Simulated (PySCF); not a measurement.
**Electronic structure of Kr²⁺ (krypton, charge +2) at the UHF level**

Configuration: [Ar] 3d10 4s2 4p4, high-spin 3P determinant. Calculation: PySCF 2.14, in aug-cc-pVDZ-DK (6s5p3d, 36 functions); scalar relativity by spin-free X2C-1e.

```json
{
  "Total energy": "-2786.714897 hartree",
  "One-electron energy": "-3843.5337 hartree",
  "Hartree (Coulomb) energy": "1151.7188 hartree",
  "Exchange energy": "-94.9000 hartree",
  "⟨S²⟩": "2.0056",
  "⟨L²⟩": "2.017",
  "Sum of ⟨r⟩": "21.25 bohr",
  "Sum of ⟨r²⟩": "26.02 bohr²",
  "Traceless quadrupole moment −½Σ⟨3z² − r²⟩ along its main axis": "-1.52 e·bohr²",
  "Langevin diamagnetic susceptibility": "-20.6 ×10⁻⁶ cm³/mol",
  "Time after the integrals": "0.17 s of wall time on 1 thread of Neoverse-N1 (shared host)"
}
```

| shell | electrons | mean orbital energy (eV) | spread (eV) | rms radius, mean of both spins (bohr) |
| --- | --- | --- | --- | --- |
| 1s α | 1 | -14429.4 | 0 | 0.0478 |
| 1s β | 1 | -14429.1 | 0 | 0.0478 |
| 2s α | 1 | -1986.3 | 0 | 0.199 |
| 2s β | 1 | -1986.1 | 0 | 0.199 |
| 2p α | 3 | -1754.4 | 0.294 | 0.177 |
| 2p β | 3 | -1754.0 | 0.132 | 0.177 |
| 3s α | 1 | -331.11 | 0 | 0.565 |
| 3s β | 1 | -330.45 | 0 | 0.565 |
| 3p α | 3 | -254.72 | 0.904 | 0.581 |
| 3p β | 3 | -253.86 | 0.075 | 0.581 |
| 3d α | 5 | -127.52 | 0.857 | 0.611 |
| 3d β | 5 | -127.05 | 0.481 | 0.611 |
| 4s α | 1 | -57.543 | 0 | 1.62 |
| 4s β | 1 | -50.678 | 0 | 1.62 |
| 4p α | 3 | -37.877 | 2.139 | 1.88 |
| 4p β | 1 | -34.977 | 0 | 1.88 |

Densities and radii are taken from the X2C orbitals without a picture-change correction, which distorts them close to the nucleus.
